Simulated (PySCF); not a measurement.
Compound: C₃H₄N₂OSi.
SMILES with atom numbers: `[N:1]#[C:2][CH:3]([C:4]#[N:5])[O:6][SiH3:7]` (hydrogens: H8 on C3; H9, H10, H11 on Si7)

Level of theory: PySCF, PBE0-D3(BJ)/def2-SVP geometry optimisation, gas phase.

Task: What internal coordinates does the optimisation give?

Result: 
```json
{"bond": "N1≡C2, C4≡N5", "length (bohr)": "2.183"}
{"bond": "C2–C3, C3–C4", "length (bohr)": "2.792"}
{"bond": "C3–O6", "length (bohr)": "2.614"}
{"bond": "O6–Si7", "length (bohr)": "3.200"}
{"bond": "C3–H8", "length (bohr)": "2.100"}
{"bond": "Si7–H9, Si7–H11", "length (bohr)": "2.808"}
{"bond": "Si7–H10", "length (bohr)": "2.824"}
```

Bonds in one row agree within 0.02 bohr and their mean is given. A selection of angles:
```json
{"angle": "N1–C2–C3", "degrees": "176.0"}
{"angle": "C2–C3–C4", "degrees": "110.0"}
{"angle": "C2–C3–O6", "degrees": "112.4"}
{"angle": "C2–C3–H8", "degrees": "106.3"}
{"angle": "C4–C3–O6", "degrees": "109.8"}
{"angle": "O6–C3–H8", "degrees": "111.9"}
{"angle": "C3–C4–N5", "degrees": "178.2"}
{"angle": "C3–O6–Si7", "degrees": "124.8"}
{"angle": "O6–Si7–H9", "degrees": "105.0"}
{"angle": "O6–Si7–H10", "degrees": "107.9"}
{"angle": "O6–Si7–H11", "degrees": "110.2"}
{"angle": "H9–Si7–H10", "degrees": "112.0"}
{"angle": "H10–Si7–H11", "degrees": "109.8"}
```

Dihedral angles: C2–C3–O6–Si7 68° (synclinal). The mirror-image conformer, all signs reversed, is as good.

Si7 (oxygen-bound silicon) is distorted tetrahedral (angles from 105.0° to 112.0°).

Point group: C1 (no symmetry element, even within 0.4 Å). Whether it is a minimum is left open (no frequencies). The numbers are those of one conformer.
